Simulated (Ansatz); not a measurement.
The same atomization along the group Al, Ga, In.

Computed with Ansatz on PBE0-D4/def2-TZVP structures; ΔE is electronic, products minus reactants. CCSD(T)/CBS is the MP2 limit (def2-TZVPP, def2-QZVPP) plus CCSD(T) − MP2 in def2-TZVPP, frozen cores. This one scheme is used for every species, atoms too. DFT in def2-TZVPP. No spin–orbit coupling; open shells (•) take unrestricted orbitals. Spin–orbit coupling would lower the free atoms: a little for Al, C, O; clearly for Ga; strongly for In. Elements past krypton have def2 core potentials. For Ga, In outer-core shells are correlated without core-valence functions, so the limit isn't a true one: a few kJ/mol of doubt a bond, and 10 to 20 or more in all where bonds break to atoms. Scalar relativity is left out up to krypton.

```csv
reaction,r2SCAN-D4 (kcal/mol),PBE-D4 (kcal/mol),HF/CBS(def2) (kcal/mol),CCSD(T)/def2-SVP (kcal/mol)
`C[O][AlH2]` → C• + 5 H• + Al• + O•,646.4,648.6,480.2,613.8
`C[O][GaH2]` → C• + 5 H• + Ga• + O•,615.8,619.2,444.4,585.0
`C[O][InH2]` → C• + 5 H• + In• + O•,583.5,588.6,412.7,550.0
```

Problem. Give the CCSD(T)/CBS values in the same order. (An estimate is asked.)

Solution. Computed: 647.9, 616.4, 586.0 kcal/mol.

Largest T1 diagnostic: 0.018, for Al•.

For atomizations the MP2-based limit and the directly extrapolated one differ by several kJ/mol either way, and by 10 to 25 for some Ge, Se and Sn compounds, so smaller differences from it don't rank the levels.
